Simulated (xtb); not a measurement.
OSr, SMILES [O]=[Sr]. All values are semi-empirical tight-binding results from xtb (GFN2-xTB unless named), good for trends rather than for accurate numbers. The structure is a stationary point at GFN2-xTB.

Optimised geometry:

```xyz
2

Sr     0.0000     0.0000    -0.3480
O      0.0000     0.0000     1.6528
```
Charge 0, spin multiplicity 1.

For metal compounds this method's bond lengths and energies can be far off.

```yaml
point_group_as_xtb_finds_it: C∞v
orbital_gap: 1.15 eV
```

Computed atomic charges and the Wiberg bond orders between heavy atoms:
charges (e) Sr1 0.51, O2 -0.51. Bond orders Sr1–O2 1.90.
